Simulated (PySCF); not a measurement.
Compound: ethyl vinyl sulfone, C4H8O2S.
Numbering: `[CH2:1]=[CH:2][S:3](=[O:4])(=[O:5])[CH2:6][CH3:7]` (hydrogens: H8, H9 on C1; H10 on C2; H11, H12 on C6; H13, H14, H15 on C7)

A PySCF run (density fitting, gas phase, GFN2-xTB geometry) gave HOMO -10.23 eV, LUMO 1.28 eV, dipole 4.68 D.

Problem. Which of these levels was it?
A. X3LYP/cc-pVDZ
B. PBE0/def2-SVPD
C. wB97X/cc-pVDZ
D. PBE0/STO-3G
E. PBE0/pcSseg-1

Solution. C. It is wB97X/cc-pVDZ. All candidates on this geometry:

```csv
level and settings,kind,basis functions,SCF cycles,E (Eh),HOMO (eV),LUMO (eV),dipole (D)
PBE0/STO-3G,global hybrid,47,14,-696.6696,-3.17,2.58,3.28
"X3LYP/cc-pVDZ, fitting basis def2-universal-jkfit",global hybrid,142,11,-705.6123,-7.65,-1.04,4.54
PBE0/def2-SVPD,global hybrid,217,14,-704.9750,-8.27,-1.31,4.97
PBE0/pcSseg-1,global hybrid,166,14,-705.2474,-8.18,-1.21,4.85
"wB97X/cc-pVDZ, grid level 3",range-separated hybrid,142,14,-705.7035,-10.23,1.28,4.68
```

The nearest other candidate, by the summed differences of HOMO and LUMO, is PBE0/pcSseg-1: its HOMO differs by +2.05 eV and its LUMO by -2.49 eV. Cycle counts include a coarse-grid stage where the run had one.

The values belong to the conformer `[CH2:1]=[CH:2][S:3](=[O:4])(=[O:5])[CH2:6][CH3:7]`: C1–C2–S3–O4 18°, C2–S3–C6–C7 -59°.
